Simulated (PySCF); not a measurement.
## Electronic structure of Ne (neon, neutral) at the UHF level

Configuration: [Ne], closed-shell 1S. Computed with PySCF 2.14 in cc-pVDZ, with no relativity, point nucleus.

```
Total energy                                     : -128.488776 hartree
One-electron energy                              : -182.6161 hartree
Hartree (Coulomb) energy                         : 66.2529 hartree
Exchange energy                                  : -12.1256 hartree
Kinetic energy                                   : 128.48886 hartree
⟨S²⟩                                             : 0.0000
⟨L²⟩                                             : 0.000
Sum of ⟨r⟩                                       : 7.831 bohr
Sum of ⟨r²⟩                                      : 9.077 bohr²
Density at the nucleus (Gaussians lack the cusp) : 594 bohr⁻³
Langevin diamagnetic susceptibility              : -7.19 ×10⁻⁶ cm³/mol
Time after the integrals                         : 0.02 s of wall time on 1 thread of Intel(R) Xeon(R) 6975P-C (shared host)
```

```json
{"shell": "1s", "electrons": "2", "mean orbital energy (hartree)": "-32.76564", "rms radius, mean of both spins (bohr)": "0.183"}
{"shell": "2s", "electrons": "2", "mean orbital energy (hartree)": "-1.91880", "rms radius, mean of both spins (bohr)": "0.980"}
{"shell": "2p", "electrons": "6", "mean orbital energy (hartree)": "-0.83210", "rms radius, mean of both spins (bohr)": "1.09"}
```
